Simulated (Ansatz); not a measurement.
Calculated with Ansatz (gas phase, PBE0-D4/def2-TZVP geometries, no zero-point term in ΔE). CCSD(T)/CBS adds triple-zeta CCSD(T) − MP2 to the extrapolated MP2 energy (def2 sets, frozen cores). This one scheme is used for every species. Functionals use def2-TZVPP. For Br, Na outer-core shells are correlated without core-valence functions, which leaves a few kJ/mol of doubt a bond. Scalar relativity is left out up to krypton.

`[Na][Br]` + H₂O → `[OH][Na]` + HBr  (formal hydrolysis of the Na–Br bond)

| level | ΔE (kJ/mol) |
| --- | --- |
| revPBE-D4 | 168.2 |
| r2SCAN-D4 | 176.2 |
| PBE-QIDH | 185.1 |
| revPBE | 170.1 |
| CCSD(T)/def2-SVP | 175.9 |
| MP2/def2-TZVPP | 172.6 |
| SCS-MP2/def2-TZVPP | 171.5 |
| SCS-MP2/def2-QZVPP | 169.5 |

What does CCSD(T)/CBS give? (Estimate.)

Ansatz gave: +171.4 kJ/mol. The listed levels differ from it by -3.2, 4.8, 13.7, -1.3, 4.5, 1.2, 0.1, -1.9 kJ/mol.

Largest T1 diagnostic among the species: 0.012.

Leaving LDA and LC-ωPBE aside and taking each functional with its dispersion term where it has one, the values, not all of them listed here, spread over 26.5 kJ/mol, from BLYP-D4 to BHLYP-D4. From PBE to PBE0 (25 % exact exchange), in def2-TZVPP and without D4, ΔE moves by +13.7 kJ/mol.
